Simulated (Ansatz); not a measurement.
The inner images of a band of ClGaH$_{2}$ (4 atoms, charge 0, multiplicity 1) are given out of order.

Theory: RKS PBE-D4/def2-SVP (Ansatz 0.2.0).

Initial state:

```xyz
4
Properties=species:S:1:pos:R:3
Ga 0.454 0.000 0.074
Cl 0.821 0.000 2.214
H 1.743 0.000 -0.820
H -1.060 0.000 -0.337
```

Final state:

```xyz
4
Properties=species:S:1:pos:R:3
Ga 0.087 0.000 -0.864
Cl 1.572 0.000 1.857
H 1.824 0.000 0.542
H -1.525 0.000 -0.404
```

Task: Put them in order from the first end to the last, with their energies above the first end.
A.
```xyz
4
Properties=species:S:1:pos:R:3
Ga 0.250 0.000 -0.564
Cl 1.304 0.000 1.810
H 1.745 0.000 0.205
H -1.341 0.000 -0.320
```
B.
```xyz
4
Properties=species:S:1:pos:R:3
Ga 0.308 0.000 -0.156
Cl 1.069 0.000 1.955
H 1.836 0.000 -0.304
H -1.255 0.000 -0.365
```
C.
```xyz
4
Properties=species:S:1:pos:R:3
Ga 0.363 0.000 -0.013
Cl 0.959 0.000 2.082
H 1.811 0.000 -0.574
H -1.174 0.000 -0.365
```
D.
```xyz
4
Properties=species:S:1:pos:R:3
Ga 0.191 0.000 -0.767
Cl 1.408 0.000 1.777
H 1.749 0.000 0.417
H -1.391 0.000 -0.297
```
E.
```xyz
4
Properties=species:S:1:pos:R:3
Ga 0.277 0.000 -0.354
Cl 1.182 0.000 1.873
H 1.804 0.000 -0.043
H -1.305 0.000 -0.346
```

Result: C (+18.4 kJ/mol), B (+78.3 kJ/mol), E (+160.9 kJ/mol), A (+196.9 kJ/mol), D (+182.8 kJ/mol).

Run time: 22 s on 1 thread of AMD EPYC 9R45 96-Core Processor (Zen 5), with other jobs on the host, peak memory 0.13 GiB.
